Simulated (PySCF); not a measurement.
# Radial density of Zr (zirconium, neutral)

UHF, [Kr] 4d2 5s2, high-spin 3F determinant. Calculation: PySCF 2.14, in aug-cc-pVDZ-PP with ECP28MDF; a scalar-relativistic core potential. This is the valence pseudo-density: the core potential removes the inner electrons and smooths the orbitals near the nucleus.

```
r (bohr)  4πr²ρ (e/bohr)  4πr²(ρα − ρβ)
  0.0368       1.125e-05         0.0000
  0.0620       3.473e-05         0.0000
   0.104       0.0001378         0.0000
   0.175       0.0009922         0.0001
   0.295         0.01575         0.0017
   0.496          0.4559         0.0304
   0.834           5.484         0.3074
    1.40           7.411         0.9498
    2.36           1.879         0.7558
    3.97          0.6866         0.1362
    6.68          0.1027        -0.0119
    11.2        0.001553        -0.0009
```

Energies and moments cover only the electrons outside the core potential.

(1) Where is the radial spin density 4πr²(ρα − ρβ) most negative, and why is it negative at all?

Answers

(1) Around r = 6.68 bohr, down to -0.0119 e/bohr: exchange with the open shell polarises the paired shells in an unrestricted calculation.
